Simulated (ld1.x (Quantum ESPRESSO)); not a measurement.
Before and after: TM potential for Sr

* Element: strontium (Sr)
* Generator: ld1.x (Quantum ESPRESSO) 7.5
* Type: norm-conserving Troullier–Martins (Kleinman–Bylander form)
* Functional: LDA (PZ)
* Relativity: scalar-relativistic
* Frozen core: [Kr]
* Valence charge: 2
* Reference configuration: 4d0 5s2 5p0
* Partial waves: 5s (bound): rc 3.80 bohr; 4d (bound, empty): rc 2.25 bohr; 5p (bound, empty): rc 3.35 bohr
* Local potential: the p channel
* Core correction: a·sin(br)/r model core, default radius (core density twice the valence density)

All-electron outer shells of the reference configuration (LDA (PZ), scalar-relativistic, ld1.x):

| shell | level (eV) | outermost node (bohr) | outermost maximum (bohr) |
| --- | --- | --- | --- |
| 4s | -40.91 | 0.59 | 1.19 |
| 4p | -22.85 | 0.61 | 1.32 |
| 5s | -3.64 | 1.65 | 3.62 |
| 4d | -1.41 | 0.65 | 2.14 |
| 5p | -1.32 | 1.96 | 4.83 |

Change: functional BLYP.

Cutoffs: the cutoffs (Ry, on a coarse ladder) from which the occupation-weighted sum of valence levels, in a spherical-Bessel basis at the reference potential, stays within 10 and 1 mRy of its value at 400 Ry; they do not see the model core or the augmentation charge, which bear on the density cutoff. Errors are all-electron minus pseudo energies relative to the spin-unpolarised reference configuration.

Problem. Predict the effect on cutoff, ghosts and configuration errors.

Solution. Both files are so soft that the ladder of cutoffs tells neither apart; both files keep a bound ghost (s); the number of tests with a reliable result goes from 9 to 7; of the 7 tests that both files solve, the error grows in 2 and shrinks in 5 by more than 15 % and 0.3 meV (median size 6.8 → 6.8 meV).

```tsv
quantity	base	changed
cutoff, loose	6 Ry	6 Ry
cutoff, tight	8 Ry	8 Ry
bound ghosts	s	s
error for 4d0 5s1 5p0, meV [ΔE 6.06 → 5.81 eV]	-12	-6.8
error for 4d0 5s1.5 5p0, meV [ΔE 2.41 → 2.28 eV]	-2.5	-1.7
error for 4d0 5s1 5p1, meV [ΔE 2.39 → 2.36 eV]	-3.7	0.0
error for 4d0 5s0 5p2, meV [ΔE 4.93 → 4.89 eV]	-6.9	+10
error for 4d0.5 5s1.5 5p0, meV [ΔE 1.15 eV]	-6.8	-5.6
error for 4d0 5s0 5p1, meV [ΔE 9.11 → 8.84 eV]	+2.1	+25
error for 4d1 5s0 5p0, meV [ΔE 7.86 → 7.69 eV]	-28	-16
s: phases at 4.08 bohr within 0.05 rad from the reference energy up to (Ry; the scan ends near 5)	1.3	1.3
p: phases at 4.08 bohr within 0.05 rad from the reference energy up to (Ry; the scan ends near 5)	0.2	0.2
d: phases at 4.08 bohr within 0.05 rad from the reference energy up to (Ry; the scan ends near 5)	0.4	0.5
```

Base: The cutoffs count occupied waves only; the empty 4d level needs 18 Ry at the loose tolerance. Changed file: The cutoffs count occupied waves only; the empty 4d level needs 18 Ry at the loose tolerance. A true bound ghost makes a file unfit for plane-wave use even where its test errors are small: the radial tests pick states by their node count and pass the ghost by.
